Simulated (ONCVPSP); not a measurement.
**What one change does to a pseudopotential (lead, ONCV)**

```
Element                 : Pb (Z = 82)
Generator               : ONCVPSP 4.0.1
Type                    : optimised norm-conserving Vanderbilt (ONCV)
Functional              : PBE
Relativity              : scalar-relativistic
Frozen core             : [Xe] 4f14 5d10
Valence charge          : 4
Reference configuration : 6s1.5 6p2.5
Partial waves           : 6s: rc 2.00 bohr, ncon 4, nbas 7, qcut 3.1 1/bohr, 2 projectors, debl 2.5 Ha; 6p: rc 2.20 bohr, ncon 4, nbas 8, qcut 3 1/bohr, 2 projectors, debl 0.4 Ha
Local potential         : polynomial inside 1.35 bohr (lpopt 5, dvloc0 -1 Ha)
Core correction         : Teter function, fcfact 3.75, rcfact 1.3
```

All-electron outer shells of the reference configuration (PBE, scalar-relativistic, ld1.x):

```
shell  level (eV)  outermost node (bohr)  outermost maximum (bohr)
   5p      -86.76                   0.49                      0.88
   5d      -22.04                   0.52                      1.07
   6s      -12.61                   1.01                      1.95
   6p       -3.87                   1.18                      2.63
```

Change: s: rc 2.74.

Cutoffs: the cutoffs (Ha) at which the residual kinetic energy of the hardest occupied pseudo-wave falls to 1 and 0.1 mHa per electron; they do not see the model core or the augmentation charge, which bear on the density cutoff. Errors are all-electron minus pseudo energies relative to the spin-unpolarised reference configuration.

How do hardness, ghosts and transferability respond?

The potential gets softer (13 Ha and 27 Ha → 5.0 Ha and 18 Ha); both files keep a bound ghost (p, s); of the 4 tests that both files solve, the error grows in 4 and shrinks in 0 by more than 15 % and 0.3 meV (median size 2.9 → 8.3 meV). A larger radius leaves more room for a smooth pseudo-wave, so fewer plane waves are needed. More of the atom is replaced by a form fitted at one configuration, so other configurations suffer.

```tsv
quantity	base	changed
cutoff, loose	13 Ha	5.0 Ha
cutoff, tight	27 Ha	18 Ha
loose cutoff by channel	s 13 Ha, p 5.0 Ha	s 4.5 Ha, p 5.0 Ha
bound ghosts	s, p	s, p
GHOST(+) flags under 300 eV	none	none
error for 6s2 6p2, meV [ΔE -4.32 eV]	-3.0	-10
error for 6s2 6p1, meV [ΔE 2.26 eV]	+2.9	-5.9
error for 6s2 6p0, meV [ΔE 15.70 eV]	-31	-37
error for 6s2 6p1.5, meV [ΔE -1.83 eV]	+2.2	-6.1
p: phases at 2.24 bohr within 0.05 rad from the reference energy up to (Ha; the scan ends near 5)	3.1	3.1
rms error of d²Exc/dni dnj with the model core, mHa	3.29	2.70
```

Changed file: The cutoffs count occupied waves only; projector 2 of the s channel, the hardest unoccupied one, needs 15 Ha at the loose tolerance. A true bound ghost makes a file unfit for plane-wave use even where its test errors are small: the radial tests pick states by their node count and pass the ghost by.
